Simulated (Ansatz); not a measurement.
This geometry of C2H3BClN (8 atoms, charge 0, multiplicity 1) is a first-order saddle point.

These are results of RKS LDA/def2-SVP (Ansatz 0.2.0), not measurements.

```xyz
8
Properties=species:S:1:pos:R:3
C -0.576 -0.665 0.555
B 0.499 0.010 -0.322
Cl 1.862 -0.889 -0.935
C 0.442 1.493 -0.707
N 0.369 2.626 -0.983
H -0.095 -1.124 1.449
H -1.386 0.014 0.887
H -1.023 -1.522 0.001
```

Q: Which two structures does it join? (They come from a converged band through this point; their orientation in space is the band's.)

A: No bond is made or broken. The dihedral H6–C1–B2–Cl3 goes from -2 to 126°. The two ends are copies of one structure, up to a mirror image or an exchange of like atoms.

Image 0:

```xyz
8
Properties=species:S:1:pos:R:3
C -0.487 -0.647 0.662
B 0.584 0.072 -0.181
Cl 2.277 -0.327 -0.095
C 0.206 1.200 -1.151
N -0.104 2.055 -1.884
H -0.087 -1.458 1.301
H -1.014 0.101 1.299
H -1.282 -1.053 -0.005
```

Image 8:

```xyz
8
Properties=species:S:1:pos:R:3
C -0.580 -0.724 0.485
B 0.465 -0.022 -0.404
Cl 1.564 -0.895 -1.435
C 0.586 1.508 -0.432
N 0.663 2.674 -0.443
H -0.466 -0.389 1.542
H -1.599 -0.380 0.192
H -0.540 -1.830 0.438
```

Q: How far does it lie above each of them?

A: 0.020 eV above the first and 0.020 eV above the second. This is the barrier of this one path; another mechanism may lie lower.

Run time: 100 s on 1 thread of AMD EPYC 7R43 64-Core Processor (Zen 3) (shared host), peak memory 0.26 GiB.
